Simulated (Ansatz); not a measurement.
The cluster Te₄⁻. Total charge -1; doublet. Geometry PBE-D4/def2-SVP, that of the neutral singlet; atoms count from 1.

```csv
atom,x (Å),y (Å),z (Å)
Te1,1.257,-0.401,1.415
Te2,1.392,0.238,-1.322
Te3,-1.317,-0.524,-1.317
Te4,-1.332,0.687,1.224
```

In the def2 sets Te takes a core potential; there is no spin–orbit coupling. The structure comes from a short search, and lower isomers may exist.

Question: Estimate the Mulliken populations from the PBE0/def2-TZVPD orbitals of Ansatz.

Answer: 
| atom | charge (e) | spin (α − β) |
| --- | --- | --- |
| Te1 | -0.31 | 0.36 |
| Te2 | -0.19 | 0.14 |
| Te3 | -0.31 | 0.36 |
| Te4 | -0.19 | 0.14 |
Mulliken values depend strongly on the basis. With diffuse functions, as here, like atoms can get unlike values, and bond orders can come out too low or too high.

Question: Where does the spin sit?

Answer: Summed by element: Te 1.00, of 1 unpaired in all. Largest on single atoms: Te1 0.36, Te3 0.36, Te2 0.14.

Question: And the Mayer bond orders between heavy atoms (over 0.3)?

Answer: Te1–Te2 0.88 (2.81 Å); Te1–Te4 0.88 (2.81 Å); Te2–Te3 0.88 (2.81 Å); Te3–Te4 0.88 (2.81 Å).
